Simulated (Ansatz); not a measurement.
Cost and result for the atomization energy of C2H8BN (`BCCN`) (12 atoms, 11 bonds).

```xyz
12

B    -1.612   -0.764   -0.728
C    -0.629    0.093    0.109
C     0.866   -0.180   -0.031
N     1.765    0.729    0.660
H    -2.786   -0.740   -0.492
H    -1.231   -1.421   -1.658
H    -0.930    0.136    1.164
H    -0.852    1.116   -0.259
H     1.133   -0.180   -1.092
H     1.082   -1.192    0.326
H     1.577    0.724    1.656
H     1.617    1.680    0.343
```

Total charge 0; spin multiplicity 1. All single points use the PBE0-D4/def2-TZVP geometry. It is one conformer, not always the lowest. Program: Ansatz. All runs use 2 threads of an Arm Neoverse V2 on a shared host. Times are those of one run each, without the atoms' runs, and a repeat can differ threefold. Electronic energies, without spin–orbit coupling; frozen cores. CCSD(T)/CBS adds CCSD(T) − MP2 in def2-TZVPP to the MP2 limit, and its time is that of the two runs behind it. T1 = 0.009. B3LYP takes the VWN-RPA correlation (the form of Gaussian; ORCA's B3LYP/G). HSE06 is the plane-wave form, built on full-range PBE exchange.

CCSD(T)/CBS is a level of theory with its own doubt, some kJ/mol a heavy atom from the limit and from the frozen cores, so smaller differences don't rank the functionals.

```tsv
level	functions	wall time	atomization (kcal/mol)	difference from CCSD(T)/CBS	per bond
LDA (SPW92)/def2-TZVPP	236	1.4 s	1188.2	142.5	13.0
BLYP-D4/def2-TZVPP	236	2.5 s	1048.2	2.5	0.2
PBE-D4/def2-TZVPP (with forces)	236	3 s	1066.6	20.9	1.9
HSE06-D4/def2-TZVPP	236	3.2 s	1054.0	8.3	0.8
CAM-B3LYP-D4/def2-TZVPP	236	3.4 s	1057.3	11.6	1.1
CCSD(T)/def2-SVP	96	4.3 s	997.6	-48.1	-4.4
B3LYP-D4/def2-TZVPP (with forces)	236	4.9 s	1053.5	7.8	0.7
r2SCAN-D4/def2-TZVPP (with forces)	236	5.5 s	1048.8	3.1	0.3
PBE-QIDH/def2-TZVPP	236	6 s	1043.4	-2.3	-0.2
ωB97M-V/def2-TZVPP (with forces)	236	13 s	1053.1	7.4	0.7
MP2/def2-QZVPP	468	28 s	1044.0	-1.7	-0.2
CCSD(T)/def2-TZVPP	236	7.2 min	1021.3	-24.4	-2.2
CCSD(T)/CBS(def2)	–	7.7 min	1045.7	0.0	0.0
```

At CCSD(T), def2-SVP lies −48.1 kcal/mol from the extrapolated value and def2-TZVPP −24.4 kcal/mol: correlation converges slowly with the basis, and small sets miss more of it in the bonded molecule than in its fragments. From BLYP to BHLYP (50 % exact exchange), in def2-TZVPP and without D4, the atomization energy moves by −14.2 kcal/mol: exact exchange takes away binding that semilocal exchange gives to molecules. The D4 term adds +6.5 kcal/mol with B3LYP and +3.4 kcal/mol with PBE0; it sums over pairs of atoms, weighted by their polarisabilities, and B3LYP, whose exchange is more repulsive, gets the larger term.
